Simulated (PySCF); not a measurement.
NICS in isomers of C6H7BN2.

Definitions: NICS(0) = −σiso at the ring centroid; NICS(1) = −σiso and NICS(1)zz = −σzz at ±1 Å along the ring normal z. Level: GIAO PBE0/pcSseg-1 (PySCF, non-relativistic, gas phase) on the PBE0-D3(BJ)/def2-SVP geometries, one conformer each. Atom numbers follow the mapped SMILES.

Question: Order these rings by mean NICS(1)zz, lowest (most negative) first (ppm).
A. ring N2–C3–C4–C5–C6–C7 in `[BH3-:1][n+:2]1[cH:3][cH:4][cH:5][cH:6][c:7]1[C:8]#[N:9]`
B. ring N4–C5–C6–C7–C8–C9 in `[N:1]#[C:2][BH2-:3][n+:4]1[cH:5][cH:6][cH:7][cH:8][cH:9]1`
C. ring C5–C6–N7–B8–N9 in `[CH:1]#[C:2][C:3]#[C:4][C@H:5]1[CH2:6][NH:7][BH:8][NH:9]1`

Answer: B (-26.9), A (-25.1), C (-1.8).

| SMILES | ring | NICS(0) | NICS(1) | NICS(1)zz | HOMA | rms pucker (Å) | ring atoms with four or more neighbours |
| --- | --- | --- | --- | --- | --- | --- | --- |
| N#C[BH2-][n+]1ccccc1 | 6-membered ring with N; formal bonds all aromatic | -7.6 | -10.7 | -26.9 | 0.99 | 0.00 | 0 |
| [BH3-][n+]1ccccc1C#N | 6-membered ring with N; formal bonds all aromatic | -7.8 | -10.4 | -25.1 | 0.99 | 0.00 | 0 |
| C#CC#C[C@H]1CNBN1 | 5-membered ring with B and 2 N; formal bonds all single | -5.4 | -1.7 | -1.8 | – | 0.01 | 2 |

NICS(0) gives another order. The isotropic NICS(1) gives the same order. HOMA uses Krygowski's 1993 parameters; it is left out where a ring has a four-coordinate atom, a triple bond, no multiple bond or a kind of bond without parameters. NICS(1) and NICS(1)zz are means over the two faces.
